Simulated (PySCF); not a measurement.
Cartesian coordinates in Å; atom numbers follow the order of the lines, from 1:
```xyz
20

C     2.4211   -0.4707    1.2841
N     1.1191   -0.5350    0.6691
Si    0.6456    0.3773   -0.7052
N     1.8482    0.0276   -1.8954
N    -0.9610   -0.0621   -1.1931
C    -2.1163    0.6121   -0.6789
C    -2.5355    0.2676    0.7196
N    -1.8927   -0.5441    1.4269
H     2.4862    0.3055    2.0554
H     3.1556   -0.2488    0.5139
H     2.6684   -1.4309    1.7438
H     0.3828   -0.7482    1.3283
H     0.6310    1.8446   -0.6128
H     1.7085    0.3929   -2.8224
H     2.1826   -0.9203   -1.9516
H    -1.1288   -1.0563   -1.2493
H    -2.9808    0.4255   -1.3340
H    -1.9245    1.6901   -0.7033
H    -3.4491    0.7922    1.0420
H    -2.2655   -0.7084    2.3599
```

[PySCF 2.14.0 with density-fitted response routines: GFN2-xTB structure; σ from GIAO-PBE0/pcSseg-1; no solvent; relativity neglected; one computed conformer; rapidly exchanging positions averaged]

Referencing at the same level of theory: 13C (σ = 186.93 ppm) and 1H (σ = 31.72 ppm) and 29Si (σ = 349.16 ppm) against TMS; 15N (σ = 267.73 ppm) vs NH3.

```tsv
atoms	nucleus	count	δ (ppm)
N4	15N	1	?
C6	13C	1	54.2
N8	15N	1	337.9
H14/H15	1H	2	0.24
H20	1H	1	10.37
H17	1H	1	3.81
C7	13C	1	182.7
N5	15N	1	?
H18	1H	1	3.73
H9/H10/H11	1H	3	2.77
H12	1H	1	1.86
H19	1H	1	?
N2	15N	1	37.3
C1	13C	1	31.0
H16	1H	1	?
Si3	29Si	1	-28.3
H13	1H	1	?
```

Fill in the missing shifts.

## Answers


- H19: 8.34 ppm, hydrogen on a carbon bonded to C, N
- H13: 4.68 ppm, hydrogen on a silicon bonded to 3 N
- H16: 0.56 ppm, hydrogen on a nitrogen bonded to C, Si
- N5: 43.1 ppm, nitrogen bonded to C, Si, H
- N4: 26.0 ppm, nitrogen bonded to Si, 2 H

OH and NH positions are those of a molecule without intermolecular hydrogen bonds; in solution they move with solvent, concentration and temperature, and exchange usually removes their couplings. Shifts are as computed. Against solution values, carbons near 30 ppm lie about +3 ppm off and those near 130 ppm about +5 ppm. Of 1309 compounds with measured shifts, 239 miss one by over three times the rms of a fit or turn the order of signals round; such compounds aren't used in these exercises. Experimental scales use liquid or dissolved standards, which lie at an offset from isolated NH3 (liquid NH3: subtract about 20 ppm). Unscaled 15N shifts of sp2 nitrogen come out 20 to 40 ppm too high even then.
